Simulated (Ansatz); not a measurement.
Gas-phase electronic energies from Ansatz, PBE0-D4/def2-TZVP geometries. CCSD(T)/CBS adds triple-zeta CCSD(T) − MP2 to the extrapolated MP2 energy (def2 sets, frozen cores). Functionals use def2-TZVPP. B3LYP here is the variant with VWN-RPA as its local correlation; programs differ in this. HSE06 is defined as in plane-wave codes. Each species was taken in one conformer, which may not be the lowest.

`C[C]1(C)[O][AlH]1` + `OC#C[SiH3]` → `COC#C[SiH3]` + `C[CH]1[O][AlH]1`  (substitution at a C–C bond)

```
             level  ΔE (kJ/mol)  difference from CCSD(T)/CBS
       LDA (SPW92)         61.0                          5.3
            PBE-D4         52.7                         -3.0
         revPBE-D4         52.4                         -3.3
         r2SCAN-D4         52.8                         -2.9
           PBE0-D4         54.0                         -1.7
          B3LYP-D4         46.6                         -9.1
        r2SCANh-D4         53.3                         -2.4
        r2SCAN0-D4         54.0                         -1.7
          BHLYP-D4         46.7                         -9.0
      CAM-B3LYP-D4         46.9                         -8.8
           ωB97X-V         49.2                         -6.5
           ωB97M-V         53.1                         -2.6
            B2PLYP         47.2                         -8.5
          PBE-QIDH         55.3                         -0.4
               PBE         50.1                         -5.6
            revPBE         45.8                         -9.9
              BLYP         39.2                        -16.5
            r2SCAN         52.2                         -3.5
             B3LYP         42.2                        -13.5
           r2SCANh         52.7                         -3.0
           r2SCAN0         53.4                         -2.3
             HSE06         51.7                         -4.0
             BHLYP         43.1                        -12.6
         CAM-B3LYP         44.6                        -11.1
           LC-ωPBE         51.7                         -4.0
RPA@PBE/def2-TZVPP         46.8                         -8.9
       HF/def2-SVP         38.2                        -17.5
      MP2/def2-SVP         60.1                          4.4
     CCSD/def2-SVP         53.3                         -2.4
  CCSD(T)/def2-SVP         54.6                         -1.1
     HF/def2-TZVPP         36.1                        -19.6
    MP2/def2-TZVPP         57.9                          2.2
SCS-MP2/def2-TZVPP         51.1                         -4.6
   CCSD/def2-TZVPP         51.6                         -4.1
     HF/def2-QZVPP         35.9                        -19.8
    MP2/def2-QZVPP         59.3                          3.6
SCS-MP2/def2-QZVPP         52.5                         -3.2
      HF/CBS(def2)         35.9                        -19.8
     MP2/CBS(def2)         60.4                          4.7
    CCSD/CBS(def2)         54.0                         -1.7
       CCSD(T)/CBS         55.7                            0
```

Largest T1 diagnostic among the species: 0.016.

Leaving LDA and LC-ωPBE aside and taking each functional with its dispersion term where it has one, the values, not all of them listed here, spread over 10.3 kJ/mol, from BLYP-D4 to PBE-QIDH. LDA lies +11.0 kJ/mol from PBE without D4. In def2-TZVPP, CCSD(T) changes the Hartree–Fock value by +17.1 kJ/mol (the triples alone add +1.6 kJ/mol) and MP2 by +21.8 kJ/mol.
